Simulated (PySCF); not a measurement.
selenium dioxide cation (O2Se), SMILES O=[Se]=O (connectivity only; charge and spin as stated), charge +1, multiplicity 2.

Coordinates come from a r2SCAN-D4/def2-TZVP optimisation. The spin state was assumed, not searched.

Two levels are set side by side: PBE/def2-TZVPD (PySCF) and r2SCAN/def2-TZVPD (PySCF). Same geometry, gas phase. Differences are taken from unrounded values.

```json
[
 {"quantity": "α-spin orbital gap (eV)", "PBE": "3.58"},
 {"quantity": "β-spin orbital gap (eV)", "PBE": "0.98"},
 {"quantity": "mean polarisability (bohr³)", "PBE": "28.0"}
]
```

**Question.** These are the PBE values. What does r2SCAN give? (An estimate is asked for; the answer gives what the named calculation found.)

**Answer.** 
```tsv
quantity	r2SCAN	PBE minus r2SCAN
α-spin orbital gap (eV)	4.03	-0.45
β-spin orbital gap (eV)	1.43	-0.45
mean polarisability (bohr³)	28.8	-0.8
```

Rough cost on one machine, each run with all the roots and properties that it gave: r2SCAN against PBE about 2 times.
